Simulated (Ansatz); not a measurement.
Computed with Ansatz on PBE0-D4/def2-TZVP structures; ΔE is electronic, products minus reactants. CBS: MP2 limit from def2 TZ/QZ plus the TZ coupled-cluster correction, frozen cores. This one scheme is used for every species. Functionals use def2-TZVPP. B3LYP here is the variant with VWN-RPA as its local correlation; programs differ in this. One conformer a species, not always the lowest.

Consider the formal exchange of groups at the Si–C bond: `O[SiH](O)C[SiH2]Cl` + BH₃ → `B[SiH2]Cl` + `C[SiH](O)O`.

(1) Is it downhill or uphill in electronic energy at CCSD(T)/CBS, and by how much? (An estimate is asked.)

(2) What do these levels give: r2SCAN-D4, PBE0-D4, ωB97X-V, ωB97M-V, r2SCAN, PBE0, B3LYP, HF/def2-TZVPP, SCS-MP2/def2-TZVPP, CCSD/def2-TZVPP, CCSD(T)/def2-TZVPP, MP2/CBS(def2)? (Best estimate.)

Largest T1 diagnostic among the species: 0.011.

Results:

(1) Ansatz gave: Uphill: ΔE = +38.4 kJ/mol.

(2) Ansatz gave: r2SCAN-D4 33.4, PBE0-D4 32.2, ωB97X-V 36.2, ωB97M-V 41.7, r2SCAN 30.8, PBE0 24.0, B3LYP 23.0, HF/def2-TZVPP 30.5, SCS-MP2/def2-TZVPP 43.0, CCSD/def2-TZVPP 35.7, CCSD(T)/def2-TZVPP 38.1, MP2/CBS(def2) 47.7 kJ/mol.

In def2-TZVPP, CCSD(T) changes the Hartree–Fock value by +7.6 kJ/mol (the triples alone add +2.4 kJ/mol) and MP2 by +16.9 kJ/mol. From PBE to PBE0 (25 % exact exchange), in def2-TZVPP and without D4, ΔE moves by +5.5 kJ/mol. The D4 term adds +14.4 kJ/mol with B3LYP and +8.2 kJ/mol with PBE0; it sums over pairs of atoms, weighted by their polarisabilities, and B3LYP, whose exchange is more repulsive, gets the larger term.
